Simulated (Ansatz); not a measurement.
C2H4BCl can be A, `ClC1BC1`, or B, `ClB1CC1`.

Gas-phase electronic energies from Ansatz, PBE0-D4/def2-TZVP geometries. CCSD(T)/CBS adds triple-zeta CCSD(T) − MP2 to the extrapolated MP2 energy (def2 sets, frozen cores). DFT in def2-TZVPP.

A:

```xyz
8

Cl    2.0714    0.6818   -0.3624
C     0.3944    0.6482    0.1805
B    -0.6357    0.1213   -0.8163
C    -0.2766   -0.7085    0.4081
H     0.1965    1.4132    0.9211
H    -1.1365    0.2147   -1.8832
H    -0.9081   -0.7477    1.2914
H     0.2946   -1.6229    0.2609
```

B:

```xyz
8

Cl   -2.459   -0.775   -0.600
B    -0.864   -0.273   -0.211
C     0.380   -0.445    0.634
C     0.300    0.659   -0.468
H     0.394   -0.111    1.667
H     1.057   -1.275    0.452
H     0.264    1.691   -0.130
H     0.927    0.527   -1.345
```

(1) Which is lower in electronic energy at CCSD(T)/CBS, and by how much? (Best estimate.)

(2) Give E(B) − E(A) in kJ/mol with CCSD/def2-TZVPP, CCSD(T)/def2-TZVPP, ωB97M-V, B2PLYP, r2SCAN-D4, PBE-D4, CCSD(T)/def2-SVP. (Best estimate.)

(3) Does the order hold for the free energy at 298.15 K (harmonic terms from PBE0-D4)? (Best estimate.)

Largest T1 diagnostic: 0.011.

Results:

(1) The calculation gave: B, by 154.8 kJ/mol.

(2) Computed: CCSD/def2-TZVPP -157.8, CCSD(T)/def2-TZVPP -158.1, ωB97M-V -155.2, B2PLYP -157.5, r2SCAN-D4 -159.3, PBE-D4 -155.7, CCSD(T)/def2-SVP -172.2. None reverses the order clearly.

(3) Computed: Yes: G(B) − G(A) = -146.6 kJ/mol.

At CCSD(T), def2-SVP lies −17.4 kJ/mol from the extrapolated value and def2-TZVPP −3.3 kJ/mol. Leaving LDA and LC-ωPBE aside and taking each functional with its dispersion term where it has one, the values, not all of them listed here, spread over 11.8 kJ/mol, from B97M-V to BLYP-D4.
